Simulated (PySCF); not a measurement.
Al(Me)(H) (CH4Al), SMILES [AlH][CH3], multiplicity 2. Atoms are numbered in the order given.

```xyz
6

Al     0.1389     0.7785     0.0000
C     -0.0431    -1.1780     0.0000
H     -0.6181    -1.4876     0.8809
H     -0.6181    -1.4876    -0.8809
H      0.9032    -1.7212     0.0000
H     -1.2133     1.6440     0.0000
```
Charge 0, spin multiplicity 2.

The structure is a stationary point at ωB97X-D3(BJ)/def2-TZVP. The spin state was assumed, not searched. The isomer is the one that the SMILES or the coordinates give; other isomers of the formula were not compared.

Method: PySCF with ωB97X-D3(BJ)/def2-TZVP.

Frequencies are harmonic and unscaled.

Computed vibrational spectrum:
| mode | ν (cm⁻¹) | IR (km/mol) | moving atoms (share of kinetic energy) |
|---|---|---|---|
| 1 | 116 | 1.3 | H 95 % |
| 2 | 464 | 31.7 | H 96 % |
| 3 | 538 | 0.7 | H 85 %, C 14 % |
| 4 | 631 | 49.0 | C 48 %, Al 36 %, H 16 % |
| 5 | 763 | 121.0 | H 78 %, C 16 % |
| 6 | 1219 | 11.5 | H 81 %, C 19 % |
| 7 | 1444 | 3.1 | H 95 % |
| 8 | 1457 | 6.2 | H 95 % |
| 9 | 1835 | 270.2 | H 96 % |
| 10 | 3038 | 8.3 | H 97 % |
| 11 | 3108 | 12.4 | H 91 %, C 9 % |
| 12 | 3150 | 8.3 | H 91 %, C 9 % |
